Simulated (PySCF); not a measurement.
## Field gradients at the hydrogen positions

C₄H₅O₂S (charge -1).
Z-matrix (Å and degrees, GFN2-xTB geometry), rows numbered from 1:
```
O 
C   1  1.2260
O   2  1.3570  1  120.17
C   2  1.4420  1  125.03  3  -179.85
C   4  1.5104  2  122.58  1  -162.26
C   5  1.4881  4   63.85  2  -110.11
S   6  1.7312  4  125.68  5  -112.12
H   3  0.9667  2  108.36  1   -10.97
H   4  1.0853  2  112.57  1   -12.32
H   5  1.0845  4  117.16  6  -112.01
H   5  1.0805  4  115.53  6   108.37
H   6  1.0914  4  109.50  5   108.47
```

Level: PBE0/pcSseg-1 (PySCF, non-relativistic); Q(2H) = 0.00286 b; rigid geometry, the same for H and D, with no vibrational averaging.

Problem. Rank these positions by the coupling χzz of a deuteron there, largest first.
A. H8 (acid proton)
B. H9 (methine hydrogen)
C. H12 (methine hydrogen)
D. H10 (methylene hydrogen)

Solution. A (305 kHz), D (222 kHz), B (218 kHz), C (212 kHz).

Problem. What are Vzz, η and χzz (234.96 MHz × Q × Vzz) at all hydrogens?

Solution. 
```csv
atom,bonded to,bond length (Å),Vzz (au),η,χzz (kHz)
H8,O3,0.967,0.4533,0.10,305
H9,C4,1.085,0.3238,0.11,218
H10,C5,1.085,0.3302,0.07,222
H11,C5,1.081,0.3280,0.07,220
H12,C6,1.091,0.3161,0.05,212
```

Problem. Average by the element that carries the hydrogen.

Solution. on O: 305 kHz over 1 position, mean bond length 0.967 Å; on C: 218 kHz over 4 positions, mean bond length 1.085 Å.

One conformer (not necessarily the lowest) at the GFN2-xTB geometry, without solvent, vibrations or thermal averaging. The pcSseg-1 basis has no diffuse functions, a weakness for an anion. The HOMO energy is positive at this level (+0.10 eV), so the outermost electrons may be held by the finite basis alone. GFN2-xTB bond lengths can be off by several hundredths of an ångström, more for odd bonds, and the gradients follow them. These gradients aren't converged with respect to the basis.

The run behind these numbers computed NMR shieldings as well. On one thread of an Arm Neoverse V2, no GPU, on a shared host, this took 14 s.
